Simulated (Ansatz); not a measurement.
A barrier at the coupled-cluster level

Start structure (GeSiH7, doublet), relaxed at PBE0-D4/def2-TZVP:

H1  (0.074, 0.126, 0.805)
Si2  (0.220, 0.365, 2.265)
Ge3  (-0.243, -0.402, -2.484)
H4  (-0.126, 1.776, 2.574)
H5  (1.623, 0.099, 2.672)
H6  (-0.691, -0.542, 3.009)
H7  (0.989, -1.198, -2.951)
H8  (-0.307, 0.974, -3.172)
H9  (-1.539, -1.198, -2.717)
(Å)

The step: GeH₃ + SiH₄ → GeH₄ + SiH₃; bonds formed: H1–Ge3; bonds broken: H1–Si2. Ansatz 0.2.0; basis: def2-TZVPP and def2-QZVPP; cores frozen in the correlated methods; orbitals are unrestricted. Filled d shells of the heavier atoms are correlated. The def2 sets are not built for correlating such inner shells, so the correlated values are less sure here. Extrapolation: Hartree–Fock as exp(−7.88 √X), correlation as X^−2.97. Energies below are by CCSD(T) at an estimated basis limit (MP2 extrapolated from triple and quadruple zeta, plus CCSD(T) − MP2 in triple zeta).

Question: What are the electronic barrier and the energy of the step, from the start structure to the end structure? (Judge from chemistry; the value comes from the calculation.)

Answer: The calculation gives: Barrier 50.7 kJ/mol; step energy 24.4 kJ/mol (uphill); reverse barrier, their difference, 26.3 kJ/mol. Barrier and step energy count from the start structure, the reverse barrier from the end structure.

The saddle point: One imaginary mode of 574i cm⁻¹.
| pair | start (Å) | saddle (Å) | end (Å) |
| --- | --- | --- | --- |
| H1–Ge3 | 3.35 | 1.70 | 1.54 |
| H1–Si2 | 1.49 | 1.91 | 3.20 |

Zero-point energy (harmonic, PBE0-D4): ZPE is 134.4 kJ/mol at the start and 126.0 kJ/mol at the saddle, so the barrier goes from 50.7 to 42.3 kJ/mol.

The T1 diagnostic stays at or below 0.014. ⟨S²⟩ of the unrestricted Hartree–Fock references: 0.75 to 0.77 (a pure state has 0.75). The start structure is not quite a true minimum (one mode of 58i cm⁻¹). The end structure is not quite a true minimum (one mode of 57i cm⁻¹).

Radical steps of this kind take place in plasma deposition and etching.

For scale, one of the runs: CCSD(T)/def2-TZVPP, 188 basis functions, launched by `ansatz run in.yaml --threads 4 --pin off --events-out ev --progress --plain --max-ram 9574MiB`. The run took 110 s on 4 CPU threads of an Arm Neoverse V2 (shared host), with 4.7 GiB of host memory at its peak.
